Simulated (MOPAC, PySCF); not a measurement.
CH5B, SMILES `BC`, neutral singlet in the gas phase. 

Z-matrix (Å, degrees):
```
C
H 1 1.0987
H 1 1.0988 2 110.56
H 1 1.1135 2 105.42 3 113.37
B 1 1.5509 2 115.64 4 112.90
H 5 1.2049 1 120.91 2 -25.93
H 5 1.2049 6 118.14 1 176.20
```
Charge 0, multiplicity 1.

All levels are single points at this geometry (PBE-D3(BJ)/def2-TZVP); Pople sets use spherical d functions. Orbital energies aren't observables, and empty levels follow the basis.

```csv
level,HOMO (eV),LUMO (eV),gap (eV),dipole (D),"vertical IE, Delta-SCF (eV)"
PBE-D3(BJ)/def2-TZVP in PySCF,-7.57,-2.26,5.31,0.80,11.31
B3LYP/6-311+G** in PySCF,-8.82,-1.50,7.32,0.67,–
B3LYP/6-31G* in PySCF,-8.63,-1.02,7.61,0.74,11.63
BP86/6-31G* in PySCF,-7.50,-1.95,5.55,0.84,–
M06-2X/6-31G* in PySCF,-10.21,0.17,10.38,0.66,–
PBE/6-31G* in PySCF,-7.36,-1.88,5.49,0.84,11.24
HF/STO-3G in PySCF,-11.47,7.02,18.49,0.40,–
AM1 in MOPAC,-11.01,1.69,12.70,0.61,–
PM3 in MOPAC,-11.75,0.57,12.32,1.00,–
```
